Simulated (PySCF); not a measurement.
[Ru(OH)6]2-: Ru(IV) (d4), charge -2. The structure is a PBE0-D3(BJ)/def2-SVP, IEF-PCM water geometry optimised for multiplicity 3; coordination octahedral, point group Ci, metal–donor distances 1.98–2.00 Å.

The d shell alone is too small an active space for [Ru(OH)6]2- (an active orbital has only 0.59 squared overlap with the free ion's shell): its levels, fitted parameters, g values and moments show what this model gives and aren't sound predictions.

```
13

Ru    0.000    0.000    0.000
O     0.042    1.982    0.051
H     0.035    2.176    0.998
O    -0.042   -1.982   -0.051
H    -0.035   -2.176   -0.998
O     0.006    0.051    2.005
H     0.188   -0.857    2.278
O    -0.006   -0.051   -2.005
H    -0.188    0.857   -2.278
O     1.985    0.043    0.006
H     2.139    0.992    0.097
O    -1.985   -0.043   -0.006
H    -2.139   -0.992   -0.097
```

Method (PySCF 2.14, density fitting): CASSCF(4,5) with orbitals averaged over all microstates of the shell, strongly contracted NEVPT2 on the averaged canonical orbitals; basis x2c-TZVPall on the metal, x2c-SVPall elsewhere; spin-free X2C; IEF-PCM water; spin-orbit coupling by state interaction with the mean-field operator over all roots.

(1) Which term lies lowest, and with what spin?

(2) Where do the spin-allowed transitions within the shell lie?

(3) Which is the lowest state of another spin?

(4) What ligand-field parameters describe the result?

(5) What magnetic behaviour follows?

Charge-transfer states lie outside this active space and may come lower than some of these levels. NEVPT2 lifts 3Ag (from 3T1g) from 2578 to 4785 cm⁻¹; on the d shell alone such lifts tend to overshoot. NEVPT2 on the d shell alone tends to put d–d bands too high for such charged or covalently bound ions. Gaps between spin states lean to high spin in this active space.

The job took 37 s on one thread of Arm Neoverse V1 (shared host), with 177 basis functions and a peak of 0.78 GiB, launched as `OMP_NUM_THREADS=1 python lf_run.py task.json out`.

## Answers

(1) 3Ag (from 3T1g) (S = 1, orbital degeneracy 1), with 4.0 electrons in the lower (t2g-type) set and 0.0 in the upper (eg-type) set, by NEVPT2.

(2) By NEVPT2, the lowest six: 3Ag (from 3T1g) at 4785 cm⁻¹; 3Ag (from 3T1g) at 7978 cm⁻¹ (1253 nm); 3Ag at 33385 cm⁻¹ (300 nm); 3Ag (from 3Eg) at 36992 cm⁻¹ (270 nm); 3Ag at 37082 cm⁻¹ (270 nm); 3Ag at 37421 cm⁻¹ (267 nm). All are electric-dipole forbidden at this geometry.

(3) 1Ag (from 1Eg) at 7854 cm⁻¹ by NEVPT2; CASSCF alone puts it at 9803 cm⁻¹ above the same ground state.

(4) At CASSCF level (the NEVPT2 levels don't fit a ligand-field model well): orbital energies 0, 3570, 6122, 35739, 37609 cm⁻¹; 10Dq = 33443 cm⁻¹ (difference of the means of the two sets); B = 704 cm⁻¹; C = 2894 cm⁻¹; B over its free-ion value at the same level 0.736; the fit misses the states by 621 cm⁻¹ rms, so splittings below that are unsure; ζ = 1055 cm⁻¹ (free ion 1279).

(5) The ground multiplet can be fitted only roughly by a spin Hamiltonian with S = 1, g = 1.970, 2.038, 2.141, D = 146.84 cm⁻¹, E/|D| = 0.06 (spin-orbit part alone); the lowest levels hold 98 % of the spin-free ground state. μeff is 2.91 μB at 300 K and 0.92 μB at 10 K; the spin-only value is 2.83 μB.
